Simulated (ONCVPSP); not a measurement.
Before and after: ONCV potential for B (Z = 5)

B (Z = 5), optimised norm-conserving Vanderbilt (ONCV), made with ONCVPSP 4.0.1 (BLYP, scalar-relativistic). Core [He], reference 2s2 2p0.5 (charge +0.5). Waves: 2s: rc 1.05 bohr, ncon 3, nbas 6, qcut 7.8 1/bohr, 2 projectors, debl 2.3 Ha; 2p: rc 2.15 bohr, ncon 3, nbas 7, qcut 6.3 1/bohr, 2 projectors, debl 1.8 Ha. Local part: polynomial inside 0.75 bohr (lpopt 5, dvloc0 2 Ha). Core correction: Teter function, fcfact 2.5, rcfact 1.25.

Change: s: qcut 9.9; p: qcut 8.

Cutoffs: the cutoffs (Ha) at which the residual kinetic energy of the hardest occupied pseudo-wave falls to 1 and 0.1 mHa per electron; they do not see the model core or the augmentation charge, which bear on the density cutoff. Errors are all-electron minus pseudo energies relative to the spin-unpolarised reference configuration.

**Question.** How do hardness, ghosts and transferability respond?

**Answer.** The potential gets harder (12 Ha and 25 Ha → 27 Ha and 38 Ha); both files keep a bound ghost (s); of the 4 tests that both files solve, the error grows in 1 and shrinks in 2 by more than 15 % and 0.3 meV (median size 26.9 → 38.7 meV).

| quantity | base | changed |
| --- | --- | --- |
| cutoff, loose | 12 Ha | 27 Ha |
| cutoff, tight | 25 Ha | 38 Ha |
| loose cutoff by channel | s 12 Ha, p 11 Ha | s 27 Ha, p 14 Ha |
| bound ghosts | s | s |
| GHOST(+) flags under 300 eV | none | none |
| error for 2s2 2p1, meV [ΔE -2.86 eV] | +4.2 | +3.3 |
| error for 2s2 2p0, meV [ΔE 5.32 eV] | +12 | +10 |
| error for 2s1 2p0, meV [ΔE 30.67 eV] | +106 | +91 |
| error for 2s0 2p3, meV [ΔE 8.74 eV] | +41 | +67 |
| s: phases at 1.06 bohr within 0.05 rad from the reference energy up to (Ha; the scan ends near 5) | to the end of the scan | to the end of the scan |
| p: phases at 2.18 bohr within 0.05 rad from the reference energy up to (Ha; the scan ends near 5) | to the end of the scan | to the end of the scan |
| rms error of d²Exc/dni dnj with the model core, mHa | 4.58 | 4.31 |

 A true bound ghost makes a file unfit for plane-wave use even where its test errors are small: the radial tests pick states by their node count and pass the ghost by.
